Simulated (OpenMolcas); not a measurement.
La⁺: from CASSCF to CASPT2

| Item | Value |
| --- | --- |
| Program | OpenMolcas |
| Basis | ANO-RCC-VDZ [7s6p4d2f] |
| Scalar Hamiltonian | DKH3, point nucleus |
| Active space | 2 electrons in 6 orbitals (5d 6s) |
| State averaging | 2S+1 = 3 even, 15 roots; 2S+1 = 1 even, 20 roots |
| Spin-orbit coupling | state interaction with AMFI integrals over the reference wave functions, term energies averaged over their components |

Methods on the same reference wave functions:
A. CASSCF
B. SS-CASPT2, IPEA 0.25 Eh, imaginary shift 0.1 Eh (closed shells correlated: 5s 5p)
C. MS-CASPT2, IPEA 0.25 Eh, imaginary shift 0.1 Eh (closed shells correlated: 5s 5p)

Energies in cm⁻¹ above 5d² ³F₂, the measured ground level; measured values from NIST Handbook of Basic Atomic Spectroscopic Data.

```tsv
Level	A	B	C	Measured
5d² ³F₂ [61 %]	0.0	0.0	0.0	0.0
5d² ³F₃	1078	1292	1279	1016
5d 6s ³D₁	1654	1486	1473	1895
5d² ³F₄	2111	2310	2300	1971
5d 6s ³D₂ [70 %]	2431	2170	2170	2592
5d 6s ³D₃	2990	2820	2810	3250
5d² ³P₀ [67 %]	7116	6730	6710	5250
5d² ³P₁	7651	6580	6570	5718
5d² ³P₂	8200	7090	7060	6227
6s² ¹S₀ [67 %]	8679	5470	5460	7395
5d² ¹G₄	10036	8340	8330	7473
5d 6s ¹D₂	14574	10240	10320
```

Deviations, from unrounded energies. A percentage is the sum of absolute deviations over the sum of measured energies, with the sign that they share, or ± where signs differ.

| Against measurement | Levels | A | B | C |
| --- | --- | --- | --- | --- |
| mean absolute deviation (cm-1) | 10 | 1000 | 790 | 780 |
| fine structure of the ground term (%) | 2 | +6.8 | +20.7 | +19.9 |
| other terms of the ground configuration (%) | 4 | +33.8 | +16.5 | +16.2 |
| other configurations (%) | 4 | ±12.9 | -21.1 | -21.3 |

B, C lie about equally close to measurement and A furthest from it. The largest miss of C in the table is 6s² ¹S₀ [67 %], by -1900 cm-1. The ranking rests on the paired levels alone, and a cruder setting can come out closer through cancelling errors.

Between B and C the level of the table that moves most is 5d 6s ¹D₂, by 84 cm-1 (lowest in B, highest in C). Moves below CASPT2's spread within the term are not significant.

The two smallest mean deviations differ by little beside CASPT2's spread within terms, so their order carries little weight.

From A to B the spin-free energies of the other terms of 5d² shown, above ³F, scale by factors of 0.78 to 0.80, as is usual when dynamic correlation screens the repulsion within a d or f shell.

The lowest spin-free term lies below A's lowest term by 0.174 hartree in B, 0.174 hartree in C.

CASPT2 does not keep the components of a term degenerate, so their means are used; among the terms shown or strongly mixed into the levels shown the widest spread is 600 cm-1 (5d² ¹G, C). Some levels mix across a computed gap that differs much from the measured one, so their mixing is not that of the real levels. Configurations are named by rounded mean occupations; where the s occupation lies near a half they are strongly mixed, a name can repeat and a true partner stay unpaired. A single d shell beside an s shell can misplace configurations of different d count against each other. Without dynamic correlation excited terms often stand tens of per cent too high (terms of higher spin than the ground term too low), and those without a measured partner can miss by more than the paired ones (holds for A). Some terms miss by over 15 % even with CASPT2, which points to a basis or an active space too small for the shells correlated (holds for B; C). Computed and measured levels are paired by configuration, term and J; levels that our copy of the source lacks, or whose pairing is in doubt (as where it misses far off the trend of its configuration), stay unpaired and out of the deviations. Only configurations of the active space appear. The table leaves out levels that lie high or whose names do not pair safely across all columns.

A share in square brackets marks a mixed level and gives the weight of the term that names it, the lowest over the columns.
